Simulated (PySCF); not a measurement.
Geometries of 2 isomers of C2H6O3Si, from PBE0-D3(BJ)/def2-SVP geometry optimisation, gas phase in PySCF 2.14.0. One conformer each, no zero-point energy, no frequencies.

Task: Which isomer lies lower at this level?
A.
```xyz
12
angstrom
O     -1.130    1.519   -0.336
C     -1.770    0.509   -0.201
C     -1.132   -0.803    0.150
O      0.216   -0.719    0.391
Si     1.347    0.481    0.059
O      2.802   -0.232    0.420
H     -2.879    0.496   -0.341
H     -1.370   -1.503   -0.682
H     -1.670   -1.209    1.031
H      1.305    0.834   -1.390
H      1.289    1.638    0.981
H      3.031   -1.015   -0.089
```
B.
```xyz
12
angstrom
C      2.123   -0.057    0.040
C      0.664   -0.284    0.283
O      0.226   -1.032    1.129
O     -0.108    0.428   -0.538
Si    -1.825    0.471   -0.560
O     -2.405   -0.596    0.543
H      2.718   -0.652    0.740
H      2.367   -0.330   -0.997
H      2.352    1.012    0.153
H     -2.188    1.879   -0.254
H     -2.208    0.121   -1.952
H     -1.669   -1.004    1.039
```

Result: B. That is `CC(=O)O[SiH2]O`, 30.1 kcal/mol below the other.

| SMILES | atoms numbered as above | E (Eh) | relative (kcal/mol) | relative (kJ/mol) | dipole (D) |
| --- | --- | --- | --- | --- | --- |
| CC(=O)O[SiH2]O | [CH3:1][C:2](=[O:3])[O:4][SiH2:5][OH:6] | -594.31886 | 0.0 | 0.0 | 2.62 |
| O=CCO[SiH2]O | [O:1]=[CH:2][CH2:3][O:4][SiH2:5][OH:6] | -594.27088 | 30.1 | 126.0 | 3.81 |

As drawn, the lower has a C(=O)–O unit, which the higher lacks.
